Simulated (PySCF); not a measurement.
# [Bi3]3+: one run

[Bi3]3+ (singlet). PySCF 2.14.0, RKS B3LYP, Bi def2-SVP with ECP60; non-relativistic Hamiltonian with scalar-relativistic core potentials where named; density fitting; no spin-orbit coupling. Purpose: singlet excitations, Tamm-Dancoff B3LYP.

```python
mol = gto.M(atom='''
Bi     0.00000     0.00000     2.83175
Bi     0.00000    -0.00000    -0.00000
Bi     0.00000    -0.00000    -2.83175''',
    basis={'Bi': 'def2-SVP'},
    ecp={'Bi': 'def2-SVP'},
    charge=3, spin=0)
mf = dft.RKS(mol, xc='B3LYP')
mf.grids.atom_grid = (50, 194)
mf = mf.density_fit()  # fitting sets: Bi def2-universal-JKFIT
mf.conv_tol = 1e-08; mf.max_cycle = 55
mf.kernel(dm0)  # dm0: converged density of the relaxed state
td = mf.TDA(); td.nstates = 8; td.kernel()
```

Run from Python with OMP_NUM_THREADS=2; the lines above give its settings. Where DIIS fails, smearing, a level shift and second-order steps follow.
It took 8.5 s on 2 threads of Arm Neoverse V1, with other jobs on the host, from an already converged density.

(1) Where do the frontier levels lie, over both spins?

(2) What are the Mulliken charges and spins?

(3) Which singlet excitations follow (Tamm-Dancoff, 8 states)?

The geometry was relaxed with PBE0 (Bi def2-SVP with ECP60).

Results:

(1) HOMO -20.15 eV, LUMO -18.56 eV. The gap is small, and the closed shell wasn't tested for a lower spin-broken solution.

(2) 
```json
{"atom": "Bi1", "charge (e)": "1.286", "spin (e)": "0.000"}
{"atom": "Bi2", "charge (e)": "0.428", "spin (e)": "0.000"}
{"atom": "Bi3", "charge (e)": "1.286", "spin (e)": "0.000"}
```

(3) 
```tsv
state	eV	oscillator strength
1	0.60	0.0000
2	0.89	0.0000
3	0.89	0.0000
4	1.75	0.0002
5	1.75	0.0002
6	2.34	0.0000
7	2.66	0.0000
8	2.66	0.0000
```
Functionals without range separation put charge-transfer states too low; the basis has no diffuse functions.
